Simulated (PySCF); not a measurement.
C5H5ClF: g tensor and hyperfine couplings

C5H5ClF (doublet state).
Numbering: `[CH3:1][C@H:2]1[C:3]([Cl:4])[CH:5]=[C:6]1[F:7]` (hydrogens: H8, H9, H10 on C1; H11 on C2; H12 on C5)

Method used: UKS B3LYP, pcH-1 on C Cl F H, non-relativistic, mean-field spin-orbit, GIAO in PySCF. Isolated species at its GFN2-xTB geometry, gas phase. Couplings are sensitive to structure, and on GFN2-xTB geometries they can be far from those on DFT ones. Stability of the SCF solution: not tested. ⟨S²⟩ is 0.775 where a pure state has 0.75.

```
g1, g2, g3                      : 2.00167, 2.00630, 2.00717
g_iso                           : 2.00505
Form of g                       : rhombic: the two nearest values differ by 16 % of g3 − g1
⟨S²⟩                            : 0.7750 (exact 0.7500)
α and β electrons               : 31, 30
HOMO–LUMO gap, α and β orbitals : 4.98, 6.09 eV
```

Hyperfine couplings atom by atom, in MHz; T1 to T3 are the principal values of the dipolar part; ρ(0) is the spin density at the nucleus:

```tsv
atom	isotope	a_iso	of which spin–orbit	T1	T2	T3	Mulliken spin population	ρ(0) (bohr⁻³)
C1	13C	6.8	0.0	-1.4	-0.9	2.3	0.01	0.0060
C2	13C	-28.7	0.0	-2.8	0.8	2.0	-0.07	-0.0256
C3	13C	82.7	0.4	-59.3	-57.5	116.8	0.65	0.0733
Cl4	35Cl	3.6	-0.2	-23.2	-13.7	36.9	0.06	0.0087
C5	13C	-48.2	0.0	-27.1	11.9	15.2	-0.24	-0.0429
C6	13C	70.9	0.1	-52.0	-50.2	102.2	0.54	0.0630
F7	19F	97.9	-0.4	-168.8	-137.0	305.9	0.04	0.0234
H8	1H	-0.8	0.0	-3.9	-1.6	5.5	0.00	-0.0002
H9	1H	3.3	0.0	-2.4	-1.5	3.8	0.00	0.0007
H10	1H	3.3	0.0	-2.2	-1.4	3.6	0.00	0.0007
H11	1H	14.1	0.0	-5.8	-0.6	6.4	0.01	0.0032
H12	1H	10.4	0.0	-4.1	0.0	4.1	0.01	0.0023
```

Largest spin populations (Mulliken): C3 (+0.65), C6 (+0.54), C5 (-0.24) and C2 (-0.07). The angles at C3 add up to 360.0°, so it is planar.

Axes: g2 points within 3° of the C6–F7 bond and g3 points within 2° of the C5–H12 bond.

Under fast tumbling the dipolar parts average out, and these isotropic splittings remain: 1 × 19F (F7, I = 1/2, 2 lines) with 3.49 mT, 1 × 1H (H11, I = 1/2, 2 lines) with 0.50 mT, 1 × 1H (H12, I = 1/2, 2 lines) with 0.37 mT, 1 × 35Cl (Cl4, I = 3/2, 4 lines) with 0.13 mT and 3 × 1H (H8/H9/H10, I = 1/2, 4 lines) with 0.07 mT.

Nuclei that the bonding pattern makes equivalent are averaged, as if the motion that swaps them (rotation, inversion, ring flip) were fast.

Main isotope only: 35Cl (natural samples also hold 24 % 37Cl, magnetic too, which adds its own pattern).

The 13C coupling of C3 (82.7 MHz) shows only in satellite lines or after enrichment, since that isotope makes up about 1.07 % of natural carbon.
